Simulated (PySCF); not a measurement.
## Electron correlation in Mn(17+) (manganese, charge +17)

Starting occupation: [He] 2s2 2p4, 2p1/2 with m_j = -1/2, +1/2, 2p3/2 with m_j = +1/2, +3/2. All numbers are calculated (PySCF 2.14, X2C-1e with screened-nucleus spin-orbit coupling, Gaussian nucleus, in an even-tempered Gaussian basis (18 s from 3.8 bohr⁻², ratio 2.4; 11 p from 4.9 bohr⁻², ratio 2.4; 5 d from 21 bohr⁻², ratio 2.6; 5 f from 31 bohr⁻², ratio 2.6)). Frozen: nothing; 8 electrons correlated; the 30 highest virtual spinors left out.

MP2 pair energies summed by pair of shells (mhartree):

```
 pair  energy  share (%)
2p-2s  -86.64       33.3
2p-2p  -82.90       31.8
1s-1s  -39.57       15.2
1s-2p  -29.55       11.3
2s-2s  -12.25        4.7
1s-2s   -9.59        3.7
```

Total MP2 correlation energy: -260.48 mhartree.

The GHF reference relaxed away from the jj start to a determinant that is no pure jj level (⟨S²⟩ = 1.83, ⟨J²⟩ = 6.00); the energies belong to that determinant.
